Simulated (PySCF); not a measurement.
## Calculated data, Al2H4NSi

Calculation on a computer-drawn molecule: the log of a Hartree-Fock and frozen-core CCSD(T) single point meant for a local Hartree-Fock minimum, with one planted fault or none, to be diagnosed. Offsets are logged minus clean, where the clean run is the same molecule without the fault. The reference is restricted for singlets and unrestricted otherwise, and also for a bond in bohr or an excited solution. Adding or removing an electron swaps singlet and doublet. The excited solution moves the top pair (singlet) or top alpha electron (doublet) to the lowest empty orbital. Highest occupied and lowest empty are orbital energies over both spins, largest force is the largest gradient component, triples share is (T) over the correlation energy, the T1 limit is 0.02 restricted and 0.045 unrestricted, electrons count all cores, a negative frequency is imaginary (commonest isotopes), and the dipole is about the centre of nuclear charge. Program: PySCF 2.14.0.

```json
{"formula": "Al2H4NSi", "logged_structure": {"atoms_angstrom": [["Al", -3.1711, 0.3524, 0.024], ["Al", -0.8976, -0.4753, 0.9853], ["N", 0.7201, 0.197, 1.0098], ["Si", 2.1954, 0.7165, 1.0842], ["H", -4.2407, 1.0313, 0.9855], ["H", -3.6977, -0.2107, -1.3669], ["H", 3.2304, 0.4416, 0.0713], ["H", 2.7359, 1.5445, 2.1774]]}, "given": {"meant_charge": 0, "meant_multiplicity": 2, "meant_basis": "cc-pV(D+d)Z", "logged_electrons": 50, "logged_basis_functions": 103, "logged_SCF_converged": "yes", "logged_spin_squared": 0.0, "logged_highest_occupied [eV]": -14.88, "logged_lowest_empty [eV]": -4.9287, "logged_largest_force [hartree/bohr]": 0.049435, "logged_T1_diagnostic": 0.019548, "logged_D1_diagnostic": 0.048883, "logged_triples_share": 0.033617, "logged_CC_converged": "yes", "logged_dipole_magnitude [debye]": 1.3685, "logged_SCF_stable_within_its_kind": "yes", "logged_energy_HF [hartree]": -829.3131, "logged_energy_CCSD(T) [hartree]": -829.72766, "possible_faults": "no fault, one electron removed, one electron added, multiplicity raised by two, geometry at a saddle point, SCF held on an excited solution, minimal basis STO-3G, one bond length entered in bohr, all coordinates scaled", "drawn_bonds_atom": [1, 2, 3, 1, 1, 4, 4], "drawn_bonds_other_atom": [2, 3, 4, 5, 6, 7, 8], "drawn_bonds_order": [1, 1, 2, 1, 1, 1, 1]}, "results": {"planted_fault": "one electron removed", "HF_energy_offset_from_clean_run [kcal/mol]": 130.1, "CCSD(T)_energy_offset_from_clean_run [kcal/mol]": 138.9}}
```
